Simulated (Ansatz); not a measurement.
Geometry optimisation, RKS r2SCAN-D4/6-31G* in Ansatz.

input.yaml

```yaml
crystal:
  periodic: [false, false, false]
  atoms:
    - { symbol: B, position_ang: [0.12191, 0.585679, -0.386462] }
    - { symbol: O, position_ang: [-0.261639, -0.071599, 2.122599] }
    - { symbol: H, position_ang: [-0.833608, -0.380197, 1.392489] }
    - { symbol: "N", position_ang: [1.298603, -0.095954, -0.772785] }
    - { symbol: H, position_ang: [1.301039, -1.038804, -1.143154] }
    - { symbol: H, position_ang: [2.213876, 0.202572, -0.471398] }
    - { symbol: "N", position_ang: [-1.166503, -0.013539, -0.6321] }
    - { symbol: H, position_ang: [-1.252645, -0.831576, -1.225857] }
    - { symbol: H, position_ang: [-2.004716, 0.551336, -0.648075] }
    - { symbol: Si, position_ang: [0.219557, 2.371964, 0.446779] }
    - { symbol: H, position_ang: [1.385771, 2.542747, 1.363038] }
    - { symbol: H, position_ang: [0.291444, 3.504391, -0.533627] }
    - { symbol: H, position_ang: [-1.014621, 2.6487, 1.257763] }
    - { symbol: H, position_ang: [-0.686168, 0.778979, 2.383489] }
basis:
  gaussian: { orbitals: "6-31G*" }
hamiltonian:
  xc: r2scan
  dispersion: d4
relax:
  f_tol: 0.03
  max_steps: 50
```

Launched with:

```bash
$ ansatz run input.yaml --threads 4 --pin off --max-ram 5120MiB --backend cpu --events-out ev --progress --plain --runs-dir out
```

Question: Where does it end, and by what steps?

Answer: It converged. After 8 steps the energy has fallen by 0.136 eV; H14 moved furthest, 0.52 Å.

| step | energy less start (eV) | largest force component (eV/Å) | accepted |
| --- | --- | --- | --- |
| 0 | 0.0000 | 0.772 | yes |
| 1 | -0.0983 | 0.576 | yes |
| 2 | -0.1216 | 0.291 | yes |
| 3 | -0.1239 | 0.714 | yes |
| 4 | -0.1239 | 0.748 | no |
| 5 | -0.1326 | 0.336 | yes |
| 6 | -0.1308 | 0.196 | no |
| 7 | -0.1359 | 0.108 | yes |
| 8 | -0.1365 | 0.010 | yes |

```xyz
14
Properties=species:S:1:pos:R:3
B 0.174 0.617 -0.480
O -0.516 -0.248 2.378
H -0.851 -0.367 1.468
N 1.346 -0.061 -0.877
H 1.351 -1.009 -1.235
H 2.269 0.275 -0.648
N -1.111 -0.007 -0.614
H -1.237 -0.867 -1.138
H -1.963 0.537 -0.568
Si 0.279 2.455 0.367
H 1.466 2.608 1.258
H 0.355 3.560 -0.641
H -0.942 2.738 1.189
H -1.008 0.524 2.694
```

Whether the end is a true minimum wasn't checked by a vibrational analysis.

Time of the run: 13 s on 4 threads of INTEL(R) XEON(R) PLATINUM 8581C CPU @ 2.10GHz (Emerald Rapids) (shared host), peak memory 0.19 GiB.
